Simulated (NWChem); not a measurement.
# CH₄Se₂; SMILES [Se](C)[SeH]

```xyz
7

Se    -0.4444    -0.9368     0.0244
C      1.3871    -1.6619     0.0109
H      1.2781    -2.7611     0.1079
H      1.9601    -1.2680     0.8698
H      1.8939    -1.4207    -0.9414
Se     0.0075     1.3661     0.0406
H      0.0947     1.5540    -1.4389
```
Atoms are numbered in this order, from 1.

Level: PBE-D3(BJ)/def2-SVP (NWChem), optimised geometry, unscaled harmonic frequencies. This build's default masses of Se (78.918 u) and Br (79.917 u) are each other's, which moves their modes by up to 0.6 %.

```csv
frequency (cm⁻¹),IR intensity (km/mol)
130,0.2
166,0.2
273,5.3
280,0.8
567,3.7
705,8.9
864,10.9
874,5.4
1233,4.9
1374,9.3
1393,9.9
2291,28.8
2983,9.7
3097,1.7
3118,1.4
```

The zero-point energy is 27.6 kcal/mol. The thermal correction to the enthalpy at 298.15 K (with zero-point energy) is 31.7 kcal/mol and the heat capacity Cv comes out as 16.6 cal/(mol K). The entropy at 298.15 K and 1 atm (symmetry number 1) comes out as 77.8 cal/(mol K) and the dipole moment is 1.48 D.

Rigid rotor and harmonic oscillator.
